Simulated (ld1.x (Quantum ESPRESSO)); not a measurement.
Values are calculated unless marked as measured or tabulated.
**Pseudopotentials across the periodic table**

Generated with ld1.x 7.5 (TM, RRKJ, ultrasoft, PAW), atompaw 4.2 or ONCVPSP 4.0.1. The cutoff is in Ry: for ld1.x and atompaw files where the sum of valence levels is converged to 10 mRy in a Bessel basis, for ONCV files where the hardest occupied wave has 1 mHa per electron of residual kinetic energy. The error is the largest all-electron minus pseudo excitation energy over each file’s own four to seven test configurations (ionisations up to +4, promotions, holes and added fractions of an electron), all of which were solved. The labels leave out finer settings (local radius, basis sizes, second energies), which also bear on the numbers. Spin-polarised tests are not counted. The rows are a selection from randomly drawn settings: files with unsolved tests, undetermined cutoffs or missed reference levels are left out.

A true bound ghost makes a file unfit for plane-wave use even where its test errors are small: the radial tests pick states by their node count and pass the ghost by.

| element | potential | cutoff (Ry) | largest error (meV) | bound ghosts |
| --- | --- | --- | --- | --- |
| Li | RRKJ, PBEsol, non-relativistic, rc 3.35/4.20/3.85 (spd), local s, core correction no, reference 2s1 2p0 | 6 | -4.3 | none |
| Zr | TM, LDA (PZ), scalar-relativistic, rc 2.85/3.85/1.75/4.00 (spdf), local smoothed, core correction yes, reference 4d2 5s1.5 5p0 | 30 | -159 | none |
| Tc | TM, revPBE, scalar-relativistic, rc 2.40/2.35/2.15 (spd), local s, core correction yes, reference 4d5 5s0 5p0 | 40 | -268 | none |
| In | RRKJ, LDA (PZ), scalar-relativistic, rc 2.96/2.85 (sp), local smoothed, core correction no, reference 5s2 5p1 | 15 | +134 | s |
| Ta | RRKJ, LDA (PZ), scalar-relativistic, rc 2.05/2.80/2.10 (spd), local s, core correction no, reference 5d3 6s1.75 6p0 | 25 | +72 | none |

Question: Fill in the row for S: TM, PBEsol, non-relativistic, rc 1.35/1.45 (sp), local p, core correction yes, reference 3s2 3p1.

Answer: cutoff 45 Ry, largest error +94 meV, bound ghosts: none.

Question: Fill in the row for He: TM, PBEsol, scalar-relativistic, rc 0.60/0.70 (sp), local smoothed, core correction no, reference 1s2.

Answer: cutoff 140 Ry, largest error +4.7 meV, bound ghosts: none.
